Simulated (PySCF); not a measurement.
Electron correlation in Br⁺ (bromine, charge +1)

[Ar] 3d10 4s2 4p4, high-spin 3P determinant. All numbers are calculated (PySCF 2.14, a scalar-relativistic core potential, in cc-pVDZ-PP with ECP10MDF). Frozen: 3s2 3p6 3d10; 6 electrons correlated.

MP2 pair energies summed by pair of shells (mhartree):

```csv
pair,energy,share (%)
4p-4p,-35.03,48.4
4s-4p,-31.77,43.9
4s-4s,-5.65,7.8
```

Total MP2 correlation energy: -72.46 mhartree.

Same-spin part -18.02 and opposite-spin part -54.44 mhartree; SCS-MP2 scales them by 1/3 and 6/5 to -71.33 mhartree.

```tsv
level	correlation energy (mhartree)
CCSD	-87.83
(T)	-0.81
CCSD(T)	-88.64
```

Diagnostics: T1 = 0.0059, D1 = 0.0191, largest double amplitude 0.052.

Cost of the coupled-cluster step: 0.08 s of wall time on 1 thread of Neoverse-V2 (shared host), for 6 correlated electrons.
